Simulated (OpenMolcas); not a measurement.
**Co⁷⁺: effect of the active space**

| Quantity | Value |
| --- | --- |
| Program | OpenMolcas 26.06 |
| Method | CASSCF or its RAS form |
| Basis | ANO-R2 |
| Scalar Hamiltonian | X2C, finite nucleus |
| Spin-orbit coupling | state interaction with AMFI integrals over the reference wave functions, term energies averaged over their components |

A. 2 electrons in 5 orbitals (3d); 2S+1 = 3 even, 10 roots; 2S+1 = 1 even, 15 roots kept (CI in the orbitals of an earlier block); cost roughly 9 core-seconds
B. 8 electrons in 8 orbitals (RAS1 3p, at most 2 holes; RAS2 3d); 2S+1 = 3 even, 10 roots; 2S+1 = 1 even, 15 roots; cost about 17 core-seconds

Energies in cm-1 above 3d2 3F2, the measured ground level; measured values from Sugar and Corliss, J. Phys. Chem. Ref. Data 10, 1097 (1981).

| Level | A | B | Measured |
| --- | --- | --- | --- |
| 3d2 3F2 | 0.0 | 0.0 | 0.0 |
| 3d2 3F3 | 1394 | 1430 | 1430 |
| 3d2 3F4 | 3126 | 3196 | 3144 |
| 3d2 1D2 | 23516 | 21576 | 19624 |
| 3d2 3P0 | 26890 | 25388 | 22304 |
| 3d2 3P1 | 27407 | 25923 | 22839 |
| 3d2 3P2 | 28622 | 27125 | 24055 |
| 3d2 1G4 | 35939 | 36445 | 32360 |
| 3d2 1S0 | 86518 | 76447 | 74247 |

Deviations, from unrounded energies. A percentage is the sum of absolute deviations over the sum of measured energies, with the sign that they share, or ± where signs differ.

```json
{"Against measurement": "mean absolute deviation (cm-1)", "Levels": "8", "A": "4200", "B": "2200"}
{"Against measurement": "fine structure of the ground term (%)", "Levels": "2", "A": "-1.2", "B": "+1.1"}
{"Against measurement": "other terms of the ground configuration (%)", "Levels": "6", "A": "+17.1", "B": "+8.9"}
```

B lies closest to measurement on these levels. The largest miss of B in the table is 3d2 1G4, by +4100 cm-1. The ranking rests on the paired levels alone, and a cruder setting can come out closer through cancelling errors.

Between A and B the level of the table that moves most is 3d2 1S0, by 10000 cm-1 (lowest in B, highest in A).

Without dynamic correlation excited terms often stand tens of per cent too high (terms of higher spin than the ground term too low), and those without a measured partner can miss by more than the paired ones. Terms from blocks run as CI alone lack orbitals of their own (holds for A). Active for correlation alone: 3p; no level in the range computed is led by a configuration that opens it, so any true level of that kind is missing (holds for B). Measured partners are found by configuration, term and J. A level has none where our copy of the source lacks it or the pairing is in doubt (some pairs that miss far off the trend of their configuration count as doubtful), and it then counts in no deviation. Levels of configurations outside the active space are missing.
